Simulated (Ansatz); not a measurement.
Ansatz (a quantum-chemistry and plane-wave program) input file for B(H)2(vinyl) (C2H5B), SMILES C(=C)B, B3LYP-D3(BJ)/def2-TZVP. 

Ansatz 0.2 input:
```yaml
crystal:
  periodic: [false, false, false]
  atoms:
    - {symbol: B, position_ang: [-0.20297175, 0.12554927, 1.36051150]}
    - {symbol: H, position_ang: [-0.53000632, 1.24332969, 1.46766643]}
    - {symbol: H, position_ang: [-0.11999951, -0.55221300, 2.31006827]}
    - {symbol: C, position_ang: [0.11866854, -0.44590096, -0.03655684]}
    - {symbol: C, position_ang: [0.07386783, 0.27631605, -1.15823872]}
    - {symbol: H, position_ang: [0.40293746, -1.48889083, -0.13878783]}
    - {symbol: H, position_ang: [0.30479743, -0.13260362, -2.13151782]}
    - {symbol: H, position_ang: [-0.19808856, 1.32014084, -1.14121316]}
basis:
  gaussian:
    orbitals: def2-TZVP
hamiltonian:
  xc: b3lyp
  dispersion: d3bj
relax: {f_tol: 0.002, max_steps: 200}
```

Output:

```
WARN ansatz: RAYON_NUM_THREADS=1 ignored (pool sized by the plan → 1); use --threads N
Functional definition: B3LYP
integrals: 0.03 GiB planned
749 factors; their error is unknown
mean field: 0.36 GiB planned
mean field evaluation 1: about -2825.6829 eV, gradient 5.0e1 eV
mean field evaluation 2: about -2822.8916 eV, gradient 5.8e1 eV
mean field evaluation 4: about -2831.9044 eV, gradient 2.0e0 eV
mean field evaluation 8: about -2831.9010 eV, gradient 3.8e-1 eV
mean field -2831.90126026 eV, -104.0704517830 hartree, gradient 3.2e-5 eV, S^2 0.000000; 0 other end points of the search recorded, 0 dependent functions left out
the calculation of the forces begins
reference -2831.90149660 eV, -104.0704604682 hartree; 11, 11 occupied and 112, 112 virtual orbitals, 749 factors
relax step   1: F+E_penalty+E_count = -2832.09708714 eV  Δ(F+E_penalty+E_count) = +0.000e0 eV  max|allowed force component| = 7.348e-1 eV/Å  Δτ_max = 0.0000 Å  (26 SCF iters, accepted)
these checks for a lower state are left out or cut short: starts, cluster_reference, orbital_swaps, neighbouring_geometries, increment
integrals: 0.03 GiB planned
749 factors; their error is unknown
mean field: 0.36 GiB planned
mean field evaluation 16: about -2831.9301 eV, gradient 1.4e0 eV
mean field -2831.91953720 eV, -104.0711234482 hartree, gradient 1.1e-5 eV, S^2 0.000000; 0 other end points of the search recorded, 0 dependent functions left out
the calculation of the forces begins
reference -2831.91977399 eV, -104.0711321501 hartree; 11, 11 occupied and 112, 112 virtual orbitals, 749 factors
relax step   2: F+E_penalty+E_count = -2832.11549025 eV  Δ(F+E_penalty+E_count) = -1.840e-2 eV  max|allowed force component| = 2.743e-1 eV/Å  Δτ_max = 0.0264 Å  (31 SCF iters, accepted)
these checks for a lower state are left out or cut short: starts, cluster_reference, orbital_swaps, neighbouring_geometries, increment
integrals: 0.03 GiB planned
749 factors; their error is unknown
mean field: 0.36 GiB planned
mean field -2831.92235161 eV, -104.0712268758 hartree, gradient 1.1e-5 eV, S^2 0.000000; 0 other end points of the search recorded, 0 dependent functions left out
the calculation of the forces begins
reference -2831.92258854 eV, -104.0712355829 hartree; 11, 11 occupied and 112, 112 virtual orbitals, 749 factors
relax step   3: F+E_penalty+E_count = -2832.11858860 eV  Δ(F+E_penalty+E_count) = -3.098e-3 eV  max|allowed force component| = 7.651e-2 eV/Å  Δτ_max = 0.0250 Å  (31 SCF iters, accepted)
these checks for a lower state are left out or cut short: starts, cluster_reference, orbital_swaps, neighbouring_geometries, increment
integrals: 0.03 GiB planned
749 factors; their error is unknown
mean field: 0.36 GiB planned
mean field evaluation 32: about -2831.9221 eV, gradient 3.8e-1 eV
mean field -2831.92236903 eV, -104.0712275161 hartree, gradient 1.1e-5 eV, S^2 0.000000; 0 other end points of the search recorded, 0 dependent functions left out
the calculation of the forces begins
reference -2831.92260599 eV, -104.0712362240 hartree; 11, 11 occupied and 112, 112 virtual orbitals, 749 factors
relax step   4: F+E_penalty+E_count = -2832.11858018 eV  Δ(F+E_penalty+E_count) = +8.423e-6 eV  max|allowed force component| = 8.202e-2 eV/Å  Δτ_max = 0.0025 Å  (32 SCF iters, rejected (line search))
these checks for a lower state are left out or cut short: starts, cluster_reference, orbital_swaps, neighbouring_geometries, increment
integrals: 0.03 GiB planned
749 factors; their error is unknown
mean field: 0.36 GiB planned
mean field -2831.92251494 eV, -104.0712328781 hartree, gradient 1.1e-5 eV, S^2 0.000000; 0 other end points of the search recorded, 0 dependent functions left out
the calculation of the forces begins
reference -2831.92275185 eV, -104.0712415844 hartree; 11, 11 occupied and 112, 112 virtual orbitals, 749 factors
relax step   5: F+E_penalty+E_count = -2832.11875635 eV  Δ(F+E_penalty+E_count) = -1.678e-4 eV  max|allowed force component| = 5.843e-2 eV/Å  Δτ_max = 0.0012 Å  (32 SCF iters, accepted)
these checks for a lower state are left out or cut short: starts, cluster_reference, orbital_swaps, neighbouring_geometries, increment
integrals: 0.03 GiB planned
749 factors; their error is unknown
mean field: 0.36 GiB planned
mean field -2831.92273586 eV, -104.0712409968 hartree, gradient 1.1e-5 eV, S^2 0.000000; 0 other end points of the search recorded, 0 dependent functions left out
the calculation of the forces begins
reference -2831.92297269 eV, -104.0712497000 hartree; 11, 11 occupied and 112, 112 virtual orbitals, 749 factors
relax step   6: F+E_penalty+E_count = -2832.11908676 eV  Δ(F+E_penalty+E_count) = -3.304e-4 eV  max|allowed force component| = 3.737e-3 eV/Å  Δτ_max = 0.0074 Å  (33 SCF iters, accepted)
these checks for a lower state are left out or cut short: starts, cluster_reference, orbital_swaps, neighbouring_geometries, increment
integrals: 0.03 GiB planned
749 factors; their error is unknown
mean field: 0.36 GiB planned
mean field -2831.92272964 eV, -104.0712407682 hartree, gradient 1.1e-5 eV, S^2 0.000000; 0 other end points of the search recorded, 0 dependent functions left out
the calculation of the forces begins
reference -2831.92296647 eV, -104.0712494713 hartree; 11, 11 occupied and 112, 112 virtual orbitals, 749 factors
relax step   7: F+E_penalty+E_count = -2832.11909422 eV  Δ(F+E_penalty+E_count) = -7.467e-6 eV  max|allowed force component| = 8.476e-4 eV/Å  Δτ_max = 0.0031 Å  (33 SCF iters, accepted)
integrals: 0.03 GiB planned
749 factors; their error is unknown
mean field: 0.36 GiB planned
mean field evaluation 64: about -2831.9227 eV, gradient 1.1e-5 eV
mean field -2831.92272964 eV, -104.0712407682 hartree, gradient 1.1e-5 eV, S^2 0.000000; 1 other end points of the search recorded, 0 dependent functions left out
the calculation of the forces begins
reference -2831.92296647 eV, -104.0712494713 hartree; 11, 11 occupied and 112, 112 virtual orbitals, 749 factors
Total energy: -2832.11933105 eV, -104.0784657365 hartree
Atom 0 at    -0.197231     0.117291     1.341409 Å, force     0.000124     0.000444    -0.000168 eV/Å
Atom 1 at    -0.513038     1.266278     1.416964 Å, force     0.000133     0.000247    -0.000105 eV/Å
Atom 2 at    -0.144775    -0.539564     2.335149 Å, force    -0.000267    -0.000319    -0.000098 eV/Å
Atom 3 at     0.130910    -0.473630    -0.036709 Å, force     0.000218     0.000480     0.000063 eV/Å
Atom 4 at     0.069736     0.277610    -1.146079 Å, force     0.000268    -0.000848     0.000397 eV/Å
Atom 5 at     0.421903    -1.515305    -0.150578 Å, force    -0.000065    -0.000056    -0.000337 eV/Å
Atom 6 at     0.296132    -0.110216    -2.134439 Å, force    -0.000189     0.000630     0.000258 eV/Å
Atom 7 at    -0.214432     1.323262    -1.093784 Å, force    -0.000223    -0.000579    -0.000009 eV/Å
Dipole moment:     0.040527    -0.022696    -0.277041 e Å
```

The calculation finished and met its thresholds.

Cost: around 19 core-seconds (rough).
